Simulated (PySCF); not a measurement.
Electron correlation in Ba⁺ (barium, charge +1)

[Xe] 6s1, 2S determinant. Computed with PySCF 2.14 in ANO-RCC-VTZP (8s7p4d2f1g, 72 functions), with scalar relativity by spin-free X2C-1e. Frozen: [Kr] 4d10; 9 electrons correlated.

| level | correlation energy (mhartree) |
| --- | --- |
| CCSD | -187.26 |
| (T) | -5.46 |
| CCSD(T) | -192.72 |

Diagnostics: T1 = 0.0077, D1 = 0.0312, largest double amplitude 0.028.

Cost of the coupled-cluster step: of the order of 4 core-seconds, for 9 correlated electrons.
